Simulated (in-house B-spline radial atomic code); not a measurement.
Configurations of the tin ion Sn³⁺, with energies counted from [Kr] 4d10 5s1. Method: scalar-relativistic (X2C) r2SCAN0, spin-polarised, spherical fractional occupations, exact exchange averaged over the configuration, Fermi nucleus of rms radius 4.6519 fm. Calculated with a B-spline radial code for spherical atoms. Shells without spins written out take the highest spin.

Occupations are held fixed; configurations that lie above the ionisation limit could autoionise.

```csv
configuration,E - E(ref) (eV),highest orbital,its <r> (bohr)
[Kr] 4d9 5s2,21.847,5s down,2.083
[Kr] 4d10 6p1,24.485,6p up,4.922
[Kr] 4d9 5s1 6d1,51.864,6d up,6.154
[Ar] 3d10 4s2 4p5 4d10 5s1 6s1,112.54,6s up,4.189
[Ar] 3d9 4s2 4p6 4d10 5s1 5d1,507.42,5d up,3.216
[Ar] 3d9 4s2 4p6 4d10 5s1 5f1,518.4,5f up,6.132
```

Question: Order these further configurations by energy, lowest first.
A. [Ar] 3d10 4s2 4p5 4d10 5s1 6d1
B. [Kr] 4d10 6d1
C. [Kr] 4d10 5f1
D. [Ar] 3d10 4s2 4p5 4d10 5s1 5p1
E. [Kr] 4d10 6s1

Answer: E (21.264 eV), B (29.002 eV), C (31.032 eV), D (98.157 eV), A (120.51 eV).

Question: How far above the reference does [Kr] 4d9 5s1 6s1 lie?

Answer: 43.908 eV; its least bound orbital is 6s up with <r> = 4.198 bohr.
